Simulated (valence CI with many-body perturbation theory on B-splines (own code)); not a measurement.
## E1 transitions of Mn¹²⁺

Level of theory: relativistic CI+MBPT: three valence electrons over a frozen Dirac-Fock core [Ne], radial functions for each j: 11 s, 11 p, 10 d, 8 f, 5 g, 2 h, with the one-electron correlation potential Σ1 (screened to all orders), the two-electron term Σ2, the three-electron term Σ3, Breit, model QED; selected single and double excitations, second order for the rest, scaled by the run's own slope (own B-spline code, finite nucleus).

No measured spectrum was set against this ion. As an estimate, levels of excited configurations hold to 0.05 to 0.15 % of their energy, terms of the ground configuration to about 0.5 %.

Lines 51 to 100 of 586 in falling wavelength, among levels below 205.48 eV, chosen from the strongest by gf and those to the six lowest levels. Wavelengths and rates use the calculated energies, so an error of 300 cm⁻¹ moves a line at 42.64 nm by 0.13 % and its rate by three times that or more. Electric multipoles are in the length gauge with retardation, E1 and E2 with the static RPA response of the core. Weak lines are less certain than strong ones. Lines between different terms over intervals too small for the method are left out, as are lines whose strength nearly cancels. Where a level lies close to another of its J and parity, the split of strength between their lines is uncertain.

Names give the largest LS component (configuration and term), which can be under half, so a name can repeat, a term be missing and a line seem to break the LS rules; names also repeat where a configuration has a term twice. Letters in brackets count levels of one name in rising energy.

```csv
λ vac (nm),Upper,Lower,A (s⁻¹),S (a.u.) with core polarisation,S without
42.64,3p3d² ²F°_5/2 [b],3s3d² ²F_5/2,1.09e+09,2.50e-01,2.60e-01
42.52,3p³ ²P°_1/2,3s3p² ²P_1/2,2.84e+09,2.15e-01,2.24e-01
42.45,3p3d² ⁴G°_11/2,3s3d² ⁴F_9/2,4.02e+09,1.82e+00,1.90e+00
42.41,3p²3d ²D_5/2 [b],3s3p3d ²P°_3/2 [b],2.02e+09,4.57e-01,4.75e-01
41.98,3p²3d ²F_5/2 [b],3s3p3d ²D°_3/2 [b],1.38e+09,3.02e-01,3.14e-01
41.70,3p3d² ²P°_3/2 [b],3s3d² ²S_1/2,1.97e+09,2.82e-01,2.93e-01
41.69,3p3d² ²H°_11/2,3s3d² ²G_9/2,6.54e+09,2.80e+00,2.91e+00
41.51,3p²3d ²G_9/2,3s3p3d ²F°_7/2 [a],3.63e+09,1.28e+00,1.33e+00
41.45,3p²3d ²F_7/2 [b],3s3p3d ²D°_5/2 [b],2.30e+09,6.47e-01,6.72e-01
41.32,3p3d² ⁴D°_3/2 [a],3s3d² ⁴P_3/2,2.10e+09,2.93e-01,3.04e-01
40.86,3p3d² ⁴D°_5/2 [a],3s3d² ⁴P_5/2,9.70e+08,1.96e-01,2.03e-01
40.77,3p3d² ⁴D°_5/2 [a],3s3d² ⁴P_3/2,1.39e+09,2.80e-01,2.91e-01
40.64,3p3d² ⁴D°_7/2 [a],3s3d² ⁴P_5/2,1.40e+09,3.71e-01,3.85e-01
40.31,3p²3d ²P_3/2 [a],3s3p3d ²D°_5/2 [a],1.85e+09,2.39e-01,2.48e-01
40.02,3p²3d ²G_7/2,3s3p3d ²F°_5/2 [a],3.95e+09,9.98e-01,1.04e+00
39.85,3p3d² ⁴D°_7/2 [b],3s3d² ⁴P_5/2,1.72e+09,4.31e-01,4.48e-01
39.52,3p3d² ²D°_5/2 [b],3s3d² ²F_7/2,1.27e+09,2.32e-01,2.41e-01
39.51,3s3p3d ²F°_5/2 [a],3s²3d ²D_3/2,1.26e+09,2.31e-01,2.40e-01
39.47,3p²3d ⁴F_3/2,3s3p3d ⁴D°_1/2,2.24e+09,2.72e-01,2.83e-01
39.45,3p3d² ²P°_3/2 [a],3s3d² ²D_5/2,3.32e+09,4.03e-01,4.18e-01
39.35,3p²3d ⁴F_7/2,3s3p3d ⁴D°_5/2,1.27e+09,3.05e-01,3.17e-01
38.77,3p³ ²D°_3/2,3s3p² ²D_3/2,1.98e+09,2.28e-01,2.37e-01
38.69,3p²3d ⁴F_5/2,3s3p3d ⁴D°_3/2,2.09e+09,3.59e-01,3.73e-01
38.60,3p³ ²D°_5/2,3s3p² ²D_5/2,2.66e+09,4.52e-01,4.71e-01
38.57,3p3d² ⁴P°_3/2,3s3d² ⁴P_5/2,2.99e+09,3.38e-01,3.51e-01
38.44,3p²3d ⁴F_9/2,3s3p3d ⁴D°_7/2,3.17e+09,8.89e-01,9.24e-01
38.44,3p3d² ⁴P°_3/2,3s3d² ⁴P_1/2,2.70e+09,3.03e-01,3.15e-01
38.43,3p²3d ²F_5/2 [b],3s3p3d ²F°_5/2 [b],2.22e+09,3.74e-01,3.89e-01
38.36,3p³ ²D°_5/2,3s3p² ²D_3/2,2.64e+08,4.41e-02,4.59e-02
38.35,3p3d² ⁴P°_1/2,3s3d² ⁴P_3/2,4.00e+09,2.23e-01,2.31e-01
38.28,3s3p² ²D_3/2,3s²3p ²P°_3/2,8.76e+07,9.70e-03,1.01e-02
38.05,3s3p² ²D_5/2,3s²3p ²P°_3/2,1.74e+09,2.84e-01,2.96e-01
37.92,3s3p3d ²F°_7/2 [a],3s²3d ²D_5/2,1.84e+09,3.97e-01,4.13e-01
37.78,3p3d² ⁴P°_5/2,3s3d² ⁴P_5/2,3.85e+09,6.15e-01,6.39e-01
37.71,3p3d² ⁴P°_5/2,3s3d² ⁴P_3/2,2.37e+09,3.77e-01,3.91e-01
37.66,3p²3d ⁴F_7/2,3s3p3d ⁴P°_5/2,1.88e+09,3.97e-01,4.12e-01
37.48,3p²3d ²F_7/2 [b],3s3p3d ²F°_7/2 [b],2.94e+09,6.11e-01,6.35e-01
37.29,3p3d² ²F°_7/2 [c],3s3d² ²F_7/2,1.94e+09,3.96e-01,4.11e-01
37.15,3p3d² ²F°_7/2 [c],3s3d² ²F_5/2,3.28e+09,6.65e-01,6.89e-01
37.07,3p³ ⁴S°_3/2,3s3p² ²D_3/2,6.39e+07,6.42e-03,6.68e-03
36.87,3p²3d ⁴D_3/2,3s3p3d ⁴P°_3/2,2.50e+09,2.47e-01,2.57e-01
36.81,3p²3d ⁴D_5/2,3s3p3d ⁴D°_5/2,2.19e+09,3.24e-01,3.37e-01
36.79,3p²3d ⁴D_5/2,3s3p3d ⁴P°_3/2,1.54e+09,2.26e-01,2.35e-01
36.44,3p3d² ²F°_5/2 [c],3s3d² ²F_5/2,3.15e+09,4.51e-01,4.67e-01
36.20,3p3d² ⁴D°_5/2 [a],3s3d² ⁴F_7/2,2.62e+09,3.68e-01,3.82e-01
36.18,3p3d² ²G°_9/2,3s3d² ²F_7/2,1.46e+10,3.42e+00,3.54e+00
36.18,3p3d² ⁴D°_7/2 [a],3s3d² ⁴F_9/2,3.31e+09,6.18e-01,6.42e-01
36.16,3s3p² ²D_3/2,3s²3p ²P°_1/2,2.06e+09,1.92e-01,2.00e-01
36.13,3p3d² ²F°_7/2 [a],3p²3d ²F_7/2 [b],1.32e+09,2.46e-01,2.55e-01
36.10,3p²3d ⁴D_7/2,3s3p3d ⁴D°_5/2,1.17e+09,2.18e-01,2.26e-01
```
